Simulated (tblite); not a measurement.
A geometry optimisation, step by step.

C6H10FGeN.
SMILES with atom numbers: `[CH3:1][CH2:2][GeH2:3][CH2:4]/[CH:5]=[C:6](/[F:7])[C:8]#[N:9]` (hydrogens: H10, H11, H12 on C1; H13, H14 on C2; H15, H16 on Ge3; H17, H18 on C4; H19 on C5)

Computed with GFN2-xTB (tblite), gas phase: L-BFGS steps from a force-field or distance-geometry start until the largest atomic force falls under 0.01 eV/Å. 8 of its 143 geometries are shown.

Step 0: E = -745.9740 eV, largest atomic force 2.471 eV/Å
```
atom  x, y, z in Å  |  force x, y, z in eV/Å
C1      2.306   -0.137   -0.945   -0.667  -1.006  -0.363
C2      2.355    0.399    0.466    0.768  -0.395   1.241
Ge3     0.569    1.002    0.908   -0.210   1.861   0.244
C4     -0.604   -0.439    0.306    0.257  -2.001   1.426
C5     -1.833   -0.582    1.146   -0.733   0.368  -1.410
C6     -3.017   -0.444    0.506    0.555   0.036  -0.007
F7     -4.176   -0.555    1.219    0.272   0.133  -0.694
C8     -3.047   -0.169   -0.918   -0.686   0.086  -0.295
N9     -3.083    0.054   -2.056    0.092  -0.355   1.756
H10     2.852   -1.095   -0.994    0.121   0.665  -0.397
H11     1.241   -0.410   -1.159    1.013   0.225  -0.319
H12     2.634    0.597   -1.687    0.041  -0.424   0.246
H13     2.570   -0.431    1.216    0.167   0.861  -0.866
H14     3.113    1.193    0.590   -0.224  -0.561   0.029
H15     0.381    1.348    2.411   -0.058  -0.101  -0.550
H16     0.323    2.283    0.035   -0.142  -0.510   0.552
H17    -0.781   -0.438   -0.766   -0.334   0.181   0.181
H18    -0.010   -1.388    0.526   -0.388   0.848  -0.281
H19    -1.802   -0.780    2.218    0.156   0.089  -0.492
```

Step 20: E = -746.5454 eV, largest atomic force 0.237 eV/Å
```
atom  x, y, z in Å  |  force x, y, z in eV/Å
C1      2.456   -0.170   -1.003    0.078   0.092   0.059
C2      2.376    0.374    0.425   -0.070   0.000   0.032
Ge3     0.567    1.053    0.918   -0.033  -0.011  -0.064
C4     -0.606   -0.498    0.427   -0.173  -0.015   0.047
C5     -1.903   -0.551    1.117   -0.143  -0.186  -0.033
C6     -3.075   -0.391    0.493   -0.040   0.046  -0.017
F7     -4.240   -0.475    1.183    0.027   0.024   0.000
C8     -3.213   -0.142   -0.890   -0.014   0.038  -0.025
N9     -3.298    0.040   -2.020   -0.002   0.002   0.041
H10     3.201   -0.964   -1.064   -0.076   0.030  -0.008
H11     1.495   -0.565   -1.334    0.176  -0.021   0.002
H12     2.764    0.613   -1.690   -0.118   0.058  -0.063
H13     2.561   -0.446    1.121    0.079   0.008   0.107
H14     3.144    1.128    0.595   -0.008  -0.071   0.005
H15     0.410    1.395    2.387    0.083  -0.087  -0.097
H16     0.093    2.269    0.169    0.031   0.000  -0.026
H17    -0.770   -0.461   -0.652    0.066  -0.046   0.048
H18    -0.039   -1.399    0.673    0.028   0.010  -0.026
H19    -1.933   -0.802    2.169    0.108   0.130   0.018
```

Step 41: E = -746.6446 eV, largest atomic force 0.179 eV/Å
```
atom  x, y, z in Å  |  force x, y, z in eV/Å
C1      2.638   -0.079   -1.021   -0.010  -0.094  -0.079
C2      2.408    0.328    0.428    0.096  -0.019   0.030
Ge3     0.546    0.895    0.821   -0.100  -0.036   0.061
C4     -0.702   -0.643    0.422    0.142   0.047   0.035
C5     -1.989   -0.512    1.115    0.060  -0.031   0.006
C6     -3.162   -0.300    0.514   -0.025   0.119   0.070
F7     -4.288   -0.238    1.263   -0.144   0.077   0.010
C8     -3.340   -0.084   -0.869    0.058  -0.137   0.008
N9     -3.439    0.079   -1.999   -0.031   0.040  -0.084
H10     3.634   -0.510   -1.159   -0.093   0.145   0.047
H11     1.913   -0.836   -1.324    0.016   0.066  -0.025
H12     2.537    0.784   -1.680   -0.002  -0.123   0.043
H13     2.643   -0.506    1.094   -0.027  -0.006  -0.038
H14     3.090    1.135    0.694    0.014   0.044   0.019
H15     0.413    1.224    2.294    0.000  -0.033  -0.061
H16     0.117    2.142    0.092   -0.012  -0.066  -0.040
H17    -0.851   -0.744   -0.654    0.076   0.034   0.050
H18    -0.184   -1.531    0.799   -0.032   0.046  -0.077
H19    -1.993   -0.596    2.193    0.014  -0.073   0.025
```

Step 61: E = -746.6700 eV, largest atomic force 0.033 eV/Å
```
atom  x, y, z in Å  |  force x, y, z in eV/Å
C1      2.652   -0.048   -1.019   -0.007   0.012   0.004
C2      2.419    0.309    0.443   -0.013   0.005   0.006
Ge3     0.538    0.825    0.826    0.013   0.025   0.003
C4     -0.712   -0.696    0.431    0.001  -0.009  -0.003
C5     -1.994   -0.519    1.129   -0.008  -0.011  -0.002
C6     -3.150   -0.218    0.529   -0.002   0.008   0.004
F7     -4.273   -0.041    1.268   -0.009   0.008   0.000
C8     -3.325   -0.070   -0.865    0.013   0.004  -0.006
N9     -3.450    0.038   -2.000    0.011   0.003   0.002
H10     3.699   -0.293   -1.191   -0.001  -0.006  -0.007
H11     2.049   -0.905   -1.312   -0.001   0.000   0.012
H12     2.386    0.789   -1.662    0.003   0.001  -0.009
H13     2.685   -0.534    1.082   -0.002  -0.007  -0.006
H14     3.067    1.138    0.730   -0.002   0.001  -0.010
H15     0.376    1.205    2.278   -0.004  -0.006  -0.008
H16     0.102    2.018    0.018   -0.010   0.003   0.009
H17    -0.858   -0.767   -0.646    0.009  -0.004  -0.012
H18    -0.222   -1.607    0.778   -0.003  -0.024   0.023
H19    -1.999   -0.614    2.206    0.013  -0.002  -0.001
```

Step 81: E = -746.6735 eV, largest atomic force 0.044 eV/Å
```
atom  x, y, z in Å  |  force x, y, z in eV/Å
C1      2.611   -0.047   -1.028   -0.017   0.007   0.002
C2      2.399    0.329    0.432   -0.003   0.004   0.011
Ge3     0.516    0.825    0.835    0.039  -0.019   0.006
C4     -0.690   -0.734    0.451    0.012   0.000   0.005
C5     -1.979   -0.542    1.132    0.000  -0.007  -0.002
C6     -3.114   -0.192    0.520   -0.007  -0.016  -0.004
F7     -4.242    0.019    1.243   -0.011   0.000   0.002
C8     -3.256   -0.036   -0.876    0.017   0.000  -0.012
N9     -3.342    0.070   -2.014   -0.003   0.016  -0.010
H10     3.651   -0.312   -1.212   -0.009  -0.007   0.003
H11     1.987   -0.897   -1.300    0.018   0.008  -0.014
H12     2.352    0.787   -1.678   -0.007  -0.010  -0.002
H13     2.671   -0.511    1.076    0.009   0.019  -0.011
H14     3.053    1.160    0.701   -0.010  -0.001   0.001
H15     0.351    1.183    2.292    0.011   0.015  -0.004
H16     0.030    2.006    0.041    0.004   0.003   0.003
H17    -0.818   -0.825   -0.627   -0.015  -0.010   0.012
H18    -0.190   -1.629    0.825   -0.033   0.004   0.012
H19    -1.999   -0.646    2.209    0.006  -0.006   0.001
```

Step 101: E = -746.6813 eV, largest atomic force 0.056 eV/Å
```
atom  x, y, z in Å  |  force x, y, z in eV/Å
C1      2.560   -0.021   -1.074    0.001  -0.011   0.020
C2      2.388    0.363    0.390   -0.008  -0.009  -0.005
Ge3     0.497    0.750    0.871    0.026  -0.003  -0.009
C4     -0.690   -0.844    0.565    0.000  -0.013  -0.007
C5     -2.010   -0.582    1.159   -0.015   0.009  -0.014
C6     -3.078   -0.145    0.481    0.052   0.014   0.014
F7     -4.233    0.132    1.136   -0.009  -0.022  -0.009
C8     -3.108    0.070   -0.913    0.028  -0.018   0.006
N9     -3.099    0.233   -2.049   -0.002   0.003   0.001
H10     3.604   -0.232   -1.294    0.026   0.003  -0.007
H11     1.979   -0.911   -1.310   -0.008   0.001  -0.007
H12     2.231    0.785   -1.726   -0.026   0.008   0.005
H13     2.754   -0.443    1.029   -0.012   0.035  -0.003
H14     2.985    1.249    0.615   -0.008  -0.040  -0.004
H15     0.380    1.147    2.322    0.003   0.002   0.014
H16    -0.074    1.887    0.070   -0.006   0.021  -0.007
H17    -0.762   -1.013   -0.509   -0.015   0.004   0.011
H18    -0.225   -1.713    1.031   -0.024   0.024  -0.001
H19    -2.110   -0.700    2.230   -0.003  -0.008   0.002
```

Step 122: E = -746.6856 eV, largest atomic force 0.017 eV/Å
```
atom  x, y, z in Å  |  force x, y, z in eV/Å
C1      2.478   -0.024   -1.110   -0.007  -0.003  -0.003
C2      2.359    0.376    0.355   -0.002  -0.005   0.003
Ge3     0.486    0.748    0.906    0.002  -0.001   0.002
C4     -0.678   -0.872    0.653    0.004   0.008  -0.002
C5     -2.024   -0.611    1.188   -0.001  -0.002  -0.011
C6     -3.033   -0.138    0.448   -0.002   0.005  -0.006
F7     -4.239    0.123    1.010    0.006  -0.006   0.003
C8     -2.936    0.130   -0.935   -0.007   0.009  -0.003
N9     -2.821    0.342   -2.057   -0.002  -0.009   0.008
H10     3.519   -0.196   -1.377   -0.004   0.000  -0.008
H11     1.921   -0.938   -1.306    0.007   0.003  -0.003
H12     2.083    0.759   -1.756   -0.003   0.000   0.009
H13     2.762   -0.416    0.989   -0.005  -0.001   0.007
H14     2.957    1.269    0.546   -0.002   0.000  -0.008
H15     0.419    1.154    2.359    0.000   0.001   0.003
H16    -0.131    1.872    0.118    0.003  -0.012   0.007
H17    -0.719   -1.083   -0.416    0.017   0.000  -0.001
H18    -0.217   -1.716    1.164   -0.008   0.008   0.009
H19    -2.196   -0.769    2.243    0.007   0.004  -0.008
```

Step 142: E = -746.6866 eV, largest atomic force 0.009 eV/Å
```
atom  x, y, z in Å  |  force x, y, z in eV/Å
C1      2.433   -0.025   -1.118   -0.006   0.000   0.000
C2      2.354    0.376    0.349   -0.004   0.002  -0.003
Ge3     0.492    0.747    0.934    0.002   0.000   0.002
C4     -0.663   -0.877    0.684    0.001   0.002  -0.001
C5     -2.022   -0.616    1.181    0.000  -0.001   0.003
C6     -3.013   -0.135    0.422   -0.001   0.005   0.002
F7     -4.230    0.119    0.961    0.000   0.001  -0.004
C8     -2.887    0.148   -0.956   -0.005  -0.005  -0.005
N9     -2.749    0.369   -2.072    0.004  -0.004   0.004
H10     3.468   -0.174   -1.423   -0.002   0.000   0.004
H11     1.891   -0.952   -1.295    0.003  -0.008  -0.001
H12     1.998    0.747   -1.750    0.003   0.008  -0.002
H13     2.772   -0.414    0.976    0.003   0.004   0.000
H14     2.953    1.271    0.523    0.005  -0.003  -0.004
H15     0.438    1.156    2.386    0.002  -0.003   0.004
H16    -0.137    1.866    0.149    0.000   0.000   0.004
H17    -0.672   -1.106   -0.382   -0.001  -0.001  -0.004
H18    -0.212   -1.710    1.223   -0.003  -0.002  -0.001
H19    -2.223   -0.780    2.231   -0.001   0.002   0.002
```

Q: Summarise the path.

A: The energy falls by 0.7126 eV from step 0 to step 142; nine tenths of that is first reached at step 36. It rises by more than 0.2 meV at step 2. The largest force goes from 2.471 to 0.009 eV/Å. Among the bonds Ge3–H16 changes most, from 1.570 to 1.504 Å; the atoms move by 0.564 Å rms after alignment.

The cost below is that of the whole relaxation. The run took 1.4 s on Intel Xeon at 2.70 GHz, one thread, shared host with 64 logical CPUs at a one-minute load of 60.
